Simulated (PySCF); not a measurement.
## Excitation energy of Ca by level of theory

Ca [Ar] 4s2 (1S) → Ca [Ar] 4s1 4p1 (3P), as a difference of total energies. All numbers are calculated (PySCF 2.14, scalar relativity by spin-free X2C-1e, in aug-cc-pwCVTZ-X2C with one added diffuse shell each of s, p, d, f type (10s9p7d4f, 100 functions)). Correlated levels: valence and next inner shell: [Ne] frozen. The calculations carry no spin-orbit coupling.

```json
{"method": "UHF", "excitation energy (eV)": "1.026"}
{"method": "MP2 (valence and next inner shell)", "excitation energy (eV)": "1.824"}
{"method": "SCS-MP2 (valence and next inner shell)", "excitation energy (eV)": "1.904"}
{"method": "CCSD (valence and next inner shell)", "excitation energy (eV)": "1.824"}
{"method": "CCSD(T) (valence and next inner shell)", "excitation energy (eV)": "1.887"}
```

Question: How much does correlation contribute at CCSD(T) (valence and next inner shell)?

Answer: 1.887 − (1.026) = 0.861 eV, measured against UHF.

Errors of the correlated levels include the incompleteness of this basis and the frozen core.

For comparison: 1.892 eV (measured; NIST levels, between the centres of gravity of the two terms).
